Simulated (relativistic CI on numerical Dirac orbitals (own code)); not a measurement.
# Transition arrays of La17+

Method of calculation: Dirac-Coulomb-Breit CI, separate exchange-only KLI orbitals for each configuration, model QED, valence Slater integrals scaled by 0.9, whole transition arrays (own radial code, finite nucleus).

Configuration list (outside the closed core [Ar] 3d10 4s2): 4p6.4d4, 4p6.4d3.4f, 4p5.4d5, 4p6.4d3.5p, 4p6.4d3.5f. Levels of other configurations are missing.

All E1 lines from the levels of 4p6.4d4; mean and standard deviation are weighted by gf, and upper levels are sorted by their leading configuration.

| Upper configuration | Lines | Σgf | Mean (eV) | Mean (nm) | σ (eV) | Strongest line (nm) |
| --- | --- | --- | --- | --- | --- | --- |
| 4p6.4d3.4f | 2900 | 922.8 | 135.02 | 9.183 | 4.12 | 9.098 |
| 4p5.4d5 | 3170 | 547.0 | 135.11 | 9.177 | 8.16 | 8.923 |
| 4p6.4d3.5p | 1718 | 88.4 | 170.29 | 7.281 | 3.04 | 7.235 |
| 4p6.4d3.5f | 2825 | 71.5 | 255.97 | 4.844 | 2.94 | 4.853 |

Σgf per state of the lower configuration in bins of 0.2 nm over the central range (centre: value): 4.7: 0.09, 4.9: 0.25, 7.1: 0.08, 7.3: 0.28, 7.5: 0.05, 8.7: 0.15, 8.9: 0.90, 9.1: 4.24, 9.3: 1.26, 9.5: 0.10.

Problem. How do configuration mixing and the scaling of the Slater integrals move the arrays?

Solution. Slater scale 0.9, no configuration mixing: 4p6.4d3.4f 126.4 ± 5.5 eV (Σgf 681.1), 4p5.4d5 122.1 ± 10.8 eV (Σgf 646.4), 4p6.4d3.5p 170.5 ± 3.0 eV (Σgf 106.0), 4p6.4d3.5f 255.8 ± 3.0 eV (Σgf 88.9); Slater scale 1: 4p6.4d3.4f 137.4 ± 4.2 eV (Σgf 938.4), 4p5.4d5 137.8 ± 8.0 eV (Σgf 562.0), 4p6.4d3.5p 170.3 ± 3.3 eV (Σgf 85.4), 4p6.4d3.5f 256.0 ± 3.2 eV (Σgf 70.5); Slater scale 0.8: 4p6.4d3.4f 132.6 ± 4.1 eV (Σgf 882.1), 4p5.4d5 132.5 ± 8.0 eV (Σgf 557.6), 4p6.4d3.5p 170.3 ± 2.8 eV (Σgf 91.2), 4p6.4d3.5f 255.9 ± 2.7 eV (Σgf 72.5). With mixing, levels are counted to their leading configuration, so an array can shrink or vanish into another, and the sums then hold other lines.
